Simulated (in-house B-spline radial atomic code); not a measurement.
OEP/ALDAx excitations of the vanadium ion V⁵⁺

Method: OEP/ALDAx. Computed with an all-electron radial atomic-structure program (B-spline basis): linear response of the closed shell [Ne] 3s2 3p6 with the adiabatic LDA exchange kernel on the exchange-only optimised effective potential; scalar-relativistic (spin-free one-electron X2C), finite nucleus, no spin-orbit coupling, no double excitations, S, P, D and F terms only. Only terms of natural parity with L up to 3 were computed.

Command:
```bash
python run_td.py task.json out
```
Settings (radii: box in bohr, nucleus in fm):
```
Z                        23
electrons                18
configuration            [Ne] 3s2 3p6
hamiltonian              x2c
method                   oep
box_radius               16.35
rms_radius               3.6002
intervals                105
```

Run time, properties included: 1.3 s on 1 thread of Arm Neoverse N1, on a shared host.

The lowest states, in the order of their Tamm-Dancoff energies; the method's threshold (minus the highest occupied level) is 128.40 eV. Labels give the largest channel, * marks a mixed state, and oscillator strengths are full-response dipole values. Semilocal kernels can invert the small singlet-triplet splittings of Rydberg terms. Energies in eV:

```tsv
state	full response	Tamm-Dancoff	oscillator strength
3p → 3d 3P	?	?	-
3p → 3d 3F	39.82	39.91	-
3p → 3d 1F	43.35	43.40	-
3p → 3d 1P	?	?	?
3p → 4s 3P	66.62	66.63	-
3p → 4s 1P	67.59	67.66	0.244
3s → 3d 3D	67.77	67.82	-
3s → 3d 1D	72.13	72.25	-
3p → 4p 3S	73.86	73.89	-
3p → 4p 3D	74.84	74.85	-
```

Q: Where does 3p → 3d 3P lie?

A: At 38.68 eV in full response, 38.82 eV in Tamm-Dancoff.

Q: Where does 3p → 3d 1P lie?

A: At 55.53 eV in full response, 58.02 eV in Tamm-Dancoff, oscillator strength 3.91.

Q: How large is the singlet-triplet splitting of 3p → 3d (F terms) in Tamm-Dancoff?

A: 3.48 eV, from the unrounded values.

Q: What polarisabilities and dispersion coefficient does the method give?

A: Dipole 1.077 bohr³, quadrupole 1.137 bohr⁵, C6 1.959 hartree·bohr⁶ for two such species.
